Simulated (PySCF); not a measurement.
# Electronic structure of Se²⁺ (selenium, charge +2) at the B2PLYP level

Configuration: [Ar] 3d10 4s1 4p2 5s1, high-spin 5P determinant (an excited configuration). Calculation: PySCF 2.14, in aug-cc-pwCVDZ-PP with ECP10MDF (6s5p4d1f, 48 functions); scalar relativity through the core potential.

| Quantity | Value |
| --- | --- |
| Total energy, PT2 part included | -370.6558 hartree |
| One-electron energy | -630.0556 hartree |
| Hartree (Coulomb) energy | 287.1839 hartree |
| Exchange-correlation energy | -27.7787 hartree |
| PT2 correlation before scaling by 0.27 | -0.01988 hartree |
| ⟨S²⟩ | 6.0004 |
| ⟨L²⟩ | 2.139 |
| Sum of ⟨r⟩ | 20.39 bohr |
| Sum of ⟨r²⟩ | 37.82 bohr² |
| Traceless quadrupole moment −½Σ⟨3z² − r²⟩ along its main axis | 2.90 e·bohr² |

```json
{"shell": "3s α", "electrons": "1", "mean orbital energy (eV)": "-254.86", "spread (eV)": "0", "rms radius, mean of both spins (bohr)": "0.617"}
{"shell": "3s β", "electrons": "1", "mean orbital energy (eV)": "-253.74", "spread (eV)": "0", "rms radius, mean of both spins (bohr)": "0.617"}
{"shell": "3p α", "electrons": "3", "mean orbital energy (eV)": "-200.39", "spread (eV)": "0.298", "rms radius, mean of both spins (bohr)": "0.639"}
{"shell": "3p β", "electrons": "3", "mean orbital energy (eV)": "-199.54", "spread (eV)": "0.768", "rms radius, mean of both spins (bohr)": "0.639"}
{"shell": "3d α", "electrons": "5", "mean orbital energy (eV)": "-93.393", "spread (eV)": "0.489", "rms radius, mean of both spins (bohr)": "0.686"}
{"shell": "3d β", "electrons": "5", "mean orbital energy (eV)": "-92.706", "spread (eV)": "0.745", "rms radius, mean of both spins (bohr)": "0.686"}
{"shell": "4s α", "electrons": "1", "mean orbital energy (eV)": "-48.601", "spread (eV)": "0", "rms radius, mean of both spins (bohr)": "1.75"}
{"shell": "4p α", "electrons": "2", "mean orbital energy (eV)": "-34.188", "spread (eV)": "0", "rms radius, mean of both spins (bohr)": "2.03"}
{"shell": "5s α", "electrons": "1", "mean orbital energy (eV)": "-14.864", "spread (eV)": "0", "rms radius, mean of both spins (bohr)": "4.32"}
```

Energies and moments cover only the electrons outside the core potential. The outer electron is Rydberg-like, and this basis confines it to a smaller radius and binds it less than a complete one would.

The orbital energies are those of the SCF part of the double hybrid.
